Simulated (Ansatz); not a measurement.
Compare A (`NC[S][GeH3]`) with its isomer B (`SC[NH][GeH3]`).

Program: Ansatz. Geometries: PBE0-D4/def2-TZVP. ΔE: electronic, gas phase. CBS: MP2 limit from def2 TZ/QZ plus the TZ coupled-cluster correction, frozen cores. DFT in def2-TZVPP. B3LYP here is the variant with VWN-RPA as its local correlation; programs differ in this. For Ge outer-core shells are correlated without core-valence functions, which leaves a few kJ/mol of doubt a bond. Scalar relativity is left out up to krypton. Each species was taken in one conformer, which may not be the lowest.

Q: Which is lower in electronic energy at CCSD(T)/CBS, and by how much? (Best estimate.)

A: Ansatz gave: A, by 43.4 kJ/mol.

Q: Give E(B) − E(A) in kJ/mol with CCSD/def2-TZVPP, B2PLYP, B3LYP, r2SCAN-D4, ωB97M-V, CCSD(T)/def2-TZVPP, PBE0-D4. (An estimate is asked.)

A: The calculation gave: CCSD/def2-TZVPP 41.5, B2PLYP 42.3, B3LYP 42.4, r2SCAN-D4 45.9, ωB97M-V 46.5, CCSD(T)/def2-TZVPP 41.5, PBE0-D4 49.1. None reverses the order clearly.

Largest T1 diagnostic: 0.011.
